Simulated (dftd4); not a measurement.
H2Ga, charge +1, singlet, geometry from GFN2-xTB (such geometries of metal compounds can be far from the true shape); D4 for hf (dftd4 4.2.0).

Input for dftd4:
```
$ dftd4 mol.xyz --func hf --charge 1 --json dftd4.json --noedisp

# file mol.xyz
3

Ga     0.00000000     0.00000000     0.00000000
H     -0.00000000    -0.00000000    -1.56355402
H      0.00000000     0.00000000     1.56355402
```

The log (banner, timings and long lists left out):

```
                    ____  _____ _____     ____  _  _
      -------------|  _ \|  ___|_   _|---|  _ \| || |------------
     |             | | | | |_    | | ___ | | | | || |_           |
     |             | |_| |  _|   | ||___|| |_| |__   _|          |
     |             |____/|_|     |_|     |____/   |_|            |
     |             ===================================           |
     |            E. Caldeweyher, S. Ehlert & S. Grimme          |
     |          Mulliken Center for Theoretical Chemistry        |
     |                    University of Bonn                     |
      -----------------------------------------------------------

Rational (Becke-Johnson) damping: hf-D4-ATM
---------------------
  s6         1.0000
  s8         1.6168
  s9         1.0000
  a1         0.4496
  a2         3.3574
 alp        16.0000
--------------------

Dispersion energy:      -1.7041241090017E-03 Eh

[Info] JSON dump of results written to 'dftd4.json'
```
